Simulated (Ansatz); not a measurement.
Input for Ansatz (an electronic-structure program): R-PBE0/def2-TZVPPD on AsH3 (SMILES [AsH3]) with ghost functions. Files ending in .json are basis or fitting sets from the Basis Set Exchange.

Ansatz 0.2 input:
```yaml
crystal:
  periodic: [false, false, false]
  atoms:
    - {symbol: As, position_ang: [0.11189571, 0.43854634, 4.17743292]}
    - {symbol: H, position_ang: [-0.62621985, 1.02907280, 5.37513152]}
    - {symbol: H, position_ang: [-0.72314903, -0.83614245, 4.22043936]}
    - {symbol: H, position_ang: [-0.85033237, 1.09680387, 3.19389335]}
basis:
  gaussian:
    orbitals: def2-TZVPPD.json
    ghost_atoms:
      - {symbol: Si, position_ang: [0.00474387, -0.08228078, 0.19729922]}
      - {symbol: H, position_ang: [0.31397630, -0.62958426, -1.14309886]}
      - {symbol: H, position_ang: [-1.42185911, 0.30733567, 0.25608056]}
      - {symbol: H, position_ang: [0.85178177, 1.10246107, 0.45833281]}
      - {symbol: H, position_ang: [0.27391406, -1.11349795, 1.22468440]}
hamiltonian:
  xc: {name: PBE0}
scf: {lower_state_search: off}
```

The log:

```
Functional definition: PBE0
[...]
these checks for a lower state are left out or cut short: stability, starts, cluster_reference, orbital_swaps, neighbouring_geometries, increment
integrals: 0.13 GiB planned
1124 factors; their error is unknown
mean field: 1.08 GiB planned
mean field evaluation 1: about -60881.9376 eV, gradient 1.1e1 eV
mean field evaluation 2: about -60882.0946 eV, gradient 6.1e0 eV
mean field evaluation 4: about -60882.1393 eV, gradient 3.4e-1 eV
mean field evaluation 8: about -60882.3785 eV, gradient 1.6e-2 eV
mean field -60882.37848863 eV, -2237.3861418990 hartree, gradient 1.9e-6 eV, S^2 0.000000; 0 other end points of the search recorded, 0 dependent functions left out
reference -60882.37851891 eV, -2237.3861430117 hartree; 18, 18 occupied and 203, 203 virtual orbitals, 1124 factors
Total energy: -60882.37851891 eV, -2237.3861430117 hartree
Checks for a lower state left out: stability, starts, cluster_reference, orbital_swaps, neighbouring_geometries, increment
```

The calculation finished and met its thresholds.

Cost: roughly 2.4 core-seconds.
